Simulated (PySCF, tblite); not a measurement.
H8O2S2Si3.
Z-matrix (Å and degrees, GFN2-xTB geometry), rows numbered from 1:
```
O 
Si  1  1.6116
O   2  1.6473  1  110.76
Si  3  1.5932  2  151.58  1     7.92
S   4  2.1552  3  107.08  2     5.23
Si  5  2.1385  4  101.23  3  -178.78
S   6  2.1354  5  106.70  4   177.22
H   1  0.9565  2  122.23  3   -21.71
H   2  1.4523  1  107.45  3  -114.02
H   2  1.4565  1  112.20  3   115.01
H   4  1.4521  3  109.47  2  -110.90
H   4  1.4520  3  108.80  2   121.04
H   6  1.4534  5  109.60  4   -64.96
H   6  1.4536  5  109.90  4    59.07
H   7  1.3233  6   97.07  5    -0.01
```

Computed, not measured: B3LYP/def2-SVPD in PySCF (dipole) on a GFN2-xTB geometry, gas phase.

Masses are those of the commonest isotopes; rigid-rotor values at the optimised geometry. The values belong to one conformer with, in the numbering `[OH:1][SiH2:2][O:3][SiH2:4][S:5][SiH2:6][SH:7]`, H–O1–Si2–O3 -22°, O1–Si2–O3–Si4 8°, Si2–O3–Si4–S5 5°, O3–Si4–S5–Si6 -179°, Si4–S5–Si6–S7 177°.

(1) What are A, B and C (cm⁻¹)?

(2) Classify the top.

(3) Is it planar, by Δ = Ic − Ia − Ib?

(4) Which types of transition are allowed, and where do some lines up to J = 4 fall?

(5) Estimate the classical rotational partition function at 10 K, 100 K and 298.15 K.

Answers

(1) Ia = 195.04, Ib = 1258.41, Ic = 1433.19 u·Å²; 505379 MHz·u·Å²/I gives 2591, 401.6 and 352.6 MHz, that is A = 0.08643, B = 0.01340, C = 0.01176 cm⁻¹.

(2) A near-prolate asymmetric top; Ray's κ = -0.956.

(3) Not planar: Δ = Ic − Ia − Ib = -20.26 u·Å². For a rigid frame Δ = −2 Σ m c², so Σ m c² = 10.13 u·Å² lies off the ab plane: 9.15 from hydrogen and 0.99 from heavier atoms. The atom farthest from that plane is 1.39 Å away.

(4) The dipole components are |μa| = 0.09 D, |μb| = 1.32 D, |μc| = 0.23 D. Intensities carry the squares of the components, which stand as 0.00 : 1.00 : 0.03 (a : b : c). Some lines, for components of 0.1 D or more:

```tsv
type	branch	J(Ka,Kc)	MHz	lower level (cm⁻¹)
c	Q	4(1,4) ← 4(0,4)	1979	0.251
b	Q	1(1,0) ← 1(0,1)	2239	0.025
b	R	2(1,2) ← 1(0,1)	3649	0.025
c	R	4(1,3) ← 3(0,3)	5478	0.151
b	Q	2(2,0) ← 2(1,1)	6570	0.152
b	Q	3(2,2) ← 3(1,3)	6790	0.220
b	Q	3(3,0) ← 3(2,1)	11067	0.447
b	Q	4(3,2) ← 4(2,3)	11073	0.547
b	R	4(3,1) ← 3(2,2)	14090	0.446
b	Q	4(4,0) ← 4(3,1)	15497	0.916
```

(5) Point group C1, symmetry number σ = 1; q = (√π/σ)·√((kT/h)³/(ABC)), k/h = 20836.6 MHz/K: 8800 at 10 K, 278000 at 100 K, 1430000 at 298.15 K.

Its GFN2-xTB frequencies are all real (lowest 15 cm⁻¹). These are rigid-rotor constants of the computed structure; measured ground-state constants (B0) also hold zero-point vibration.
